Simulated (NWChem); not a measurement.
System: AlH$_{2}$I; SMILES [AlH2][I]

```xyz
4

Al     0.0000     0.0000    -1.9070
H      0.0000     1.3996    -2.6427
H      0.0000    -1.3996    -2.6427
I      0.0000     0.0000     0.5675
```
Atoms are numbered in this order, from 1.

Coordinates come from a PBE0/def2-SVP optimisation. def2 effective core potentials on I; no spin-orbit coupling.

Symmetry labels are those of C2v in the frame above (b1 and b2, or b-type labels, depend on it).

Problem. List the 4 lowest vertical singlet excitations and the 4 lowest triplet ones from PBE/def2-SVP with def2 effective core potentials on I, TDA (NWChem).

Solution. 
| state | energy (eV) | oscillator strength | symmetry | leading excitation (squared amplitude) |
|---|---|---|---|---|
| S1 | 3.91 | 0.000 | a2 | HOMO → LUMO (1.00) |
| S2 | 4.78 | 0.079 | a1 | HOMO−1 → LUMO (0.94) |
| S3 | 5.39 | 0.001 | b1 | HOMO−2 → LUMO (1.00) |
| S4 | 5.40 | 0.000 | a2 | HOMO−3 → LUMO (1.00) |
| T1 | 3.77 | spin-forbidden | a2 | HOMO → LUMO (1.00) |
| T2 | 3.99 | spin-forbidden | a1 | HOMO−1 → LUMO (1.00) |
| T3 | 4.97 | spin-forbidden | a2 | HOMO−3 → LUMO (0.99) |
| T4 | 5.01 | spin-forbidden | b1 | HOMO−2 → LUMO (0.97) |
